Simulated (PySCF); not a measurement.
## Does the structure fit the spectrum?

A compound C$_{6}$H$_{12}$N$_{2}$ gives the data below (simulated from a calculation) and was assigned the structure `CC/C=N\N=C/CC`.

¹³C{¹H} NMR (computed): δ 58.2 (CH), 39.6 (CH), 36.1 (CH2), 36.0 (CH), 32.0 (CH2), 29.9 (CH).

¹H NMR (400 MHz, computed): δ 4.01 (m, 1H), 2.38 (m, 1H), 2.04 (m, 1H), 2.02 (m, 1H), 1.70 (m, 1H), 1.06 (m, 1H), 1.06 (m, 1H), 0.80 (br s, 2H), 0.68 (m, 1H), 0.37 (br s, 2H).

[PySCF 2.14: geometry from GFN2-xTB; PBE0/pcSseg-1 with gauge-including orbitals; in vacuum; averaged over atoms made equivalent by symmetry, fast rotation or ring inversion; non-relativistic; single conformer]

Shifts are taken against calculated references (same method and geometry level): ¹H (σ = 31.72 ppm), ¹³C (σ = 186.93 ppm) vs TMS.

(1) Compare with the shifts computed for the proposed structure, pairing carbons in order of shift.

(2) Which isomer fits?

Results:

(1) Numbering as in the mapped SMILES `[CH3:1][CH2:2]/[CH:3]=[N:4]\[N:5]=[CH:6]/[CH2:7][CH3:8]` (H(Xn): hydrogen on atom n).

| atom | computed for proposal | given list | difference |
| --- | --- | --- | --- |
| C3 | 131.4 | 58.2 | +73.2 |
| C6 | 131.4 | 39.6 | +91.8 |
| C2 | 22.7 | 36.1 | -13.4 |
| C7 | 22.7 | 36.0 | -13.3 |
| C1 | 13.2 | 32.0 | -18.8 |
| C8 | 13.2 | 29.9 | -16.7 |

The rms difference is 49.6 ppm and the largest +91.8 ppm at C6 (C=N carbon). The proposal also would give 3 carbon signals, not 6. The carbon types in order of shift don't match either: CH, CH, CH2, CH2, CH3, CH3 for the proposal against CH, CH, CH2, CH, CH2, CH in the data. The proposal doesn't fit.

(2) SMILES [C@@H]12[C@@H](N)[C@@H]1[C@H](N)CC2.

1. Carbon types of the structure: 4 × CH, 2 × CH2, leaving 4 H on heteroatoms.
2. δC 39.6, 36.0, 29.9: three-membered-ring carbon.
3. δC 36.1, 32.0: sp3 CH2 in a ring; aliphatic region, no heteroatom directly attached.
4. δH 4.01: hydrogen on an sp3 CH bonded to N; its carbon carries N, which withdraws density.
5. δH 0.80, 0.37: hydrogen on an amine nitrogen; labile proton, position sensitive to the medium.

Other isomers checked: C/C=N/N=C(/C)CC (rms 50.6 ppm); C=C/C(CCC)=N/N (rms 65.9 ppm).

This is the structure that produced the data.

The OH or NH signal is concentration- and solvent-dependent in practice; the value given is the gas-phase one. Shifts are as computed. Against solution values, carbons near 30 ppm lie about +3 ppm off and those near 130 ppm about +5 ppm. Of 1211 compounds with measured shifts, 218 miss one by over three times the rms of a fit or turn the order of signals round; such compounds aren't used in these exercises. Multiplicities follow the n + 1 count of equivalent neighbours, as no J values were calculated; m marks all less simple cases, F and P coupling included.
